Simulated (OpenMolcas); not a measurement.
**F+: effect of the IPEA shift**

* Program: OpenMolcas 26.06
* Basis: ANO-RCC-VTZP [4s3p2d1f]
* Scalar Hamiltonian: DKH2, point nucleus
* Active space: 6 electrons in 8 orbitals (2s 2p 3s 3p)
* State averaging: 2S+1 = 3 even, 3 roots; 2S+1 = 1 even, 6 roots; 2S+1 = 3 odd, 3 roots; 2S+1 = 1 odd, 3 roots
* Spin-orbit coupling: RASSI with atomic mean-field integrals over the reference wave functions, term energies averaged over their components

Methods on the same reference wave functions:
A. CASSCF
B. SS-CASPT2, IPEA 0 Eh, imaginary shift 0.1 Eh (closed shells correlated: 1s)
C. SS-CASPT2, IPEA 0.25 Eh, imaginary shift 0.1 Eh (closed shells correlated: 1s)

Energies in cm⁻¹ above 2s² 2p⁴ ³P₂, the measured ground level; measured values from NIST Handbook of Basic Atomic Spectroscopic Data.

| Level | A | B | C | Measured |
| --- | --- | --- | --- | --- |
| 2s² 2p⁴ ³P₂ | 0.0 | 0.0 | 0.0 | 0.0 |
| 2s² 2p⁴ ³P₁ | 307 | 307 | 307 | 341 |
| 2s² 2p⁴ ³P₀ | 455 | 456 | 456 | 490 |
| 2s² 2p⁴ ¹D₂ | 22878 | 21570 | 21480 | 20873 |
| 2s² 2p⁴ ¹S₀ | 41073 | 45390 | 45220 | 44918 |
| 2s 2p⁵ ³P°₂ | 173522 | 166590 | 166860 | 164798 |
| 2s 2p⁵ ³P°₁ | 173820 | 166890 | 167160 | 165107 |
| 2s 2p⁵ ³P°₀ | 173970 | 167040 | 167310 | 165279 |

Deviations, from unrounded energies. A percentage is the sum of absolute deviations over the sum of measured energies, with the sign that they share, or ± where signs differ.

| Against measurement | Levels | A | B | C |
| --- | --- | --- | --- | --- |
| mean absolute deviation (cm-1) | 7 | 4600 | 940 | 1000 |
| fine structure of the ground term (%) | 2 | -8.3 | -8.2 | -8.2 |
| other terms of the ground configuration (%) | 2 | ±8.9 | +1.8 | +1.4 |
| other configurations (%) | 3 | +5.3 | +1.1 | +1.2 |

B lies closest to measurement on these levels and A furthest from it. The largest miss of B in the table is 2s 2p⁵ ³P°₂, by +1800 cm-1. The ranking rests on the paired levels alone, and a cruder setting can come out closer through cancelling errors.

Between B and C the level of the table that moves most is 2s 2p⁵ ³P°₁, by 270 cm-1 (lowest in B, highest in C). Moves below CASPT2's spread within the term are not significant.

From A to B the spin-free energies of the other terms of 2s² 2p⁴ shown, above ³P, scale by factors of 0.94 to 1.11.

The lowest spin-free term lies below A's lowest term by 0.102 hartree in B, 0.101 hartree in C.

CASPT2 breaks the degeneracy within a term, and the mean is taken; among the terms shown or strongly mixed into the levels shown the widest spread is 14 cm-1 (2s² 2p⁴ ¹D, B). Active for correlation alone: 3p 3s; no level in the range computed is led by a configuration that fills them, so any true level of that kind is missing. Without dynamic correlation excited terms often stand tens of per cent too high (terms of higher spin than the ground term too low), and those without a measured partner can miss by more than the paired ones (holds for A). Computed and measured levels are paired by configuration, term and J; levels that our copy of the source lacks, or whose pairing is in doubt (as where it misses far off the trend of its configuration), stay unpaired and out of the deviations. Levels of configurations outside the active space are missing. Levels that lie high or do not pair safely by name in every column are left out.

° marks odd parity.
